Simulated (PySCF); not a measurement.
C₂H₄NO (SMILES [CH2]C(N)=O), doublet (typed; the unrestricted solution is spin-contaminated), geometry from GFN2-xTB, with bond 8-3 at 2.0 times its length; HF/def2-SVP run with PySCF.

PySCF was given this input:
```python
from pyscf import gto, scf

mol = gto.Mole()
mol.atom = '''
    O     0.26454729    1.29773969    0.28038356
    C    -0.00493724    0.12821280    0.02873673
    N     0.98714613   -0.78717018   -0.20832170
    C    -1.33891368   -0.38189073   -0.04047884
    H     0.79601498   -1.74930651   -0.41636310
    H    -1.54281494   -1.41283947   -0.26342944
    H    -2.15856718    0.28838609    0.13621077
    H     2.89699675   -0.16462744   -0.13324270
'''
mol.basis = 'def2-svp'
mol.spin = 1
mol.verbose = 4
mol.build()

mf = scf.UHF(mol)
mf.DIIS = scf.EDIIS
mf.kernel()
mf.analyze()
```

The log (banner, timings and long lists left out):

```
PySCF version 2.14.0

[INPUT] verbose = 4
[INPUT] num. atoms = 8
[INPUT] num. electrons = 31
[INPUT] charge = 0
[INPUT] spin (= nelec alpha-beta = 2S) = 1
[INPUT] symmetry False subgroup None
[INPUT] Mole.unit = angstrom
[INPUT] Symbol           X                Y                Z      unit          X                Y                Z       unit  Magmom
[...]
nuclear repulsion = 111.771243195571
number of shells = 36
number of NR pGTOs = 124
number of NR cGTOs = 76
basis = def2-svp
ecp = {}

******** <class 'pyscf.scf.uhf.UHF'> ********
method = UHF
initial guess = minao
damping factor = 0
level_shift factor = 0
DIIS = <class 'pyscf.scf.diis.EDIIS'>
diis_start_cycle = 1
diis_space = 8
diis_damp = 0
SCF conv_tol = 1e-09
SCF conv_tol_grad = None
SCF max_cycles = 50
direct_scf = True
direct_scf_tol = 1e-13
number electrons alpha = 16  beta = 15
Set gradient conv threshold to 3.16228e-05
init E= -207.38002846994

cycle= 1 E= -206.797505581369  delta_E= 0.583  |g|= 0.553  |ddm|= 1.97
cycle= 2 E= -206.88563807377  delta_E= -0.0881  |g|= 0.442  |ddm|= 1.03
cycle= 3 E= -206.962565158389  delta_E= -0.0769  |g|= 0.0851  |ddm|= 0.496
cycle= 4 E= -206.96256515686  delta_E= 1.53e-09  |g|= 0.0851  |ddm|= 4.5e-08
cycle= 5 E= -206.968071062104  delta_E= -0.00551  |g|= 0.0726  |ddm|= 0.102
cycle= 6 E= -206.968071062046  delta_E= 5.75e-11  |g|= 0.0726  |ddm|= 8.65e-10
cycle= 7 E= -206.97074604209  delta_E= -0.00267  |g|= 0.0515  |ddm|= 0.0465
cycle= 8 E= -206.970746042013  delta_E= 7.77e-11  |g|= 0.0515  |ddm|= 1.37e-09
cycle= 9 E= -206.970746041984  delta_E= 2.9e-11  |g|= 0.0515  |ddm|= 5.06e-10
cycle= 10 E= -206.970746040096  delta_E= 1.89e-09  |g|= 0.0515  |ddm|= 3.37e-08
cycle= 11 E= -206.972717373708  delta_E= -0.00197  |g|= 0.0477  |ddm|= 0.0758
cycle= 12 E= -206.974294073501  delta_E= -0.00158  |g|= 0.0365  |ddm|= 0.0742
cycle= 13 E= -206.975298697462  delta_E= -0.001  |g|= 0.0243  |ddm|= 0.0215
cycle= 14 E= -206.977273902701  delta_E= -0.00198  |g|= 0.0291  |ddm|= 0.0453
cycle= 15 E= -206.977273902702  delta_E= -1.14e-12  |g|= 0.0291  |ddm|= 1.43e-11
cycle= 16 E= -206.977273902701  delta_E= 9.66e-13  |g|= 0.0291  |ddm|= 1.5e-11
cycle= 17 E= -206.980382753073  delta_E= -0.00311  |g|= 0.0354  |ddm|= 0.0562
cycle= 18 E= -206.980382753073  delta_E= 1.14e-13  |g|= 0.0354  |ddm|= 1.37e-13
cycle= 19 E= -206.980382753073  delta_E= 1.14e-13  |g|= 0.0354  |ddm|= 1.52e-13
cycle= 20 E= -206.985325358136  delta_E= -0.00494  |g|= 0.0433  |ddm|= 0.0669
[...]
SCF not converged.
Total Energy =                        -207.025773973477499
[...]
spin_pop of  2 N 3py       0.00001
spin_pop of  2 N 3pz      -0.00374
spin_pop of  2 N 3dxy     -0.00053
spin_pop of  2 N 3dyz      0.00002
spin_pop of  2 N 3dz^2     0.00052
spin_pop of  2 N 3dxz     -0.00067
spin_pop of  2 N 3dx2-y2   -0.00061
spin_pop of  3 C 1s       -0.00001
spin_pop of  3 C 2s        0.07674
spin_pop of  3 C 3s       -0.00158
spin_pop of  3 C 2px       0.04901
spin_pop of  3 C 2py       0.07666
spin_pop of  3 C 2pz       0.84011
spin_pop of  3 C 3px       0.00009
spin_pop of  3 C 3py      -0.00022
spin_pop of  3 C 3pz       0.00538
spin_pop of  3 C 3dxy      0.00021
spin_pop of  3 C 3dyz     -0.00026
spin_pop of  3 C 3dz^2    -0.00157
spin_pop of  3 C 3dxz      0.00018
spin_pop of  3 C 3dx2-y2    0.00000
spin_pop of  4 H 1s       -0.00783
spin_pop of  4 H 2s        0.00113
spin_pop of  4 H 2px       0.00005
spin_pop of  4 H 2py       0.00008
spin_pop of  4 H 2pz      -0.00039
spin_pop of  5 H 1s       -0.04780
spin_pop of  5 H 2s        0.00010
spin_pop of  5 H 2px       0.00003
spin_pop of  5 H 2py      -0.00007
spin_pop of  5 H 2pz       0.00037
spin_pop of  6 H 1s       -0.03666
spin_pop of  6 H 2s       -0.00005
spin_pop of  6 H 2px      -0.00006
spin_pop of  6 H 2py      -0.00004
spin_pop of  6 H 2pz       0.00029
spin_pop of  7 H 1s       -0.87457
spin_pop of  7 H 2s       -0.00366
spin_pop of  7 H 2px       0.00006
spin_pop of  7 H 2py      -0.00002
spin_pop of  7 H 2pz      -0.00003
 ** Mulliken Spin Density (per atom)  **
spin density of  0 O =      0.19438
spin density of  1 C =     -0.18006
spin density of  2 N =      0.91002
spin density of  3 C =      1.04474
spin density of  4 H =     -0.00696
spin density of  5 H =     -0.04738
spin density of  6 H =     -0.03652
spin density of  7 H =     -0.87822
 ** Mulliken pop alpha/beta on meta-lowdin orthogonal AOs **
 ** Mulliken pop       alpha | beta **
In total            16.00000 | 15.00000
 ** Mulliken atomic charges   ( Nelec_alpha | Nelec_beta ) **
charge of  0O =     -0.54499  (     4.36969      4.17530 )
charge of  1C =      0.48651  (     2.66672      2.84678 )
charge of  2N =     -0.28650  (     4.09826      3.18824 )
charge of  3C =     -0.16744  (     3.60609      2.56135 )
charge of  4H =      0.23420  (     0.37942      0.38638 )
charge of  5H =      0.10130  (     0.42566      0.47304 )
charge of  6H =      0.12834  (     0.41757      0.45409 )
charge of  7H =      0.04858  (     0.03660      0.91482 )
Dipole moment(X, Y, Z, Debye): -1.22347, -4.17891, -0.89049
```

Convergence was not reached.
